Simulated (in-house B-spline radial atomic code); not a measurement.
Ga³⁺. Computed with a B-spline radial atomic code. Model: all-electron spherical atom, spin shells full or empty, radial basis limit, no spin-orbit coupling, Breit or QED, empty-state partial waves extrapolated as (l+1/2)^-4, RPA, G0W0 and static COHSEX of the highest shell as one setting changes (uncorrelated shells keep exact exchange).

Given: element Ga; charge 3; filled core Ar; hamiltonian one-electron scalar X2C; mean-field start LDA VWN5; highest l of empty states 9; nuclear rms radius 3.9973 fm; highest mean-field shell 3d.

Shell: 3d 5 5 (electrons up and down).

| lowest nl shells left uncorrelated | RPA correlation energy (hartree) | G0W0 level (eV) | G0W0 minus most complete (meV) | COHSEX level (eV) | linearised minus solved G0W0 (meV) |
| --- | --- | --- | --- | --- | --- |
| 0 | -2.1611 | -63.649 | 0 | -69.004 | -115.7 |
| 1 | -2.0109 | -63.648 | 0.5 | -69.003 | -115.7 |
| 2 | ? | ? | ? | ? | ? |
| 3 | -1.349 | -63.543 | 105.4 | -68.98 | -113.3 |
| 4 | ? | ? | ? | ? | ? |
| 5 | -0.63259 | -63.957 | -308.4 | -68.905 | -136.7 |

(1) What follows for lowest nl shells left uncorrelated = 2?

(2) What follows for lowest nl shells left uncorrelated = 4?

Answers

(1) RPA correlation energy -1.8346 hartree; G0W0 level -63.622 eV; G0W0 minus most complete 26.6 meV; COHSEX level -68.987 eV; linearised minus solved G0W0 -115.1 meV.

(2) RPA correlation energy -1.1591 hartree; G0W0 level -63.551 eV; G0W0 minus most complete 97.4 meV; COHSEX level -68.879 eV; linearised minus solved G0W0 -115.3 meV.
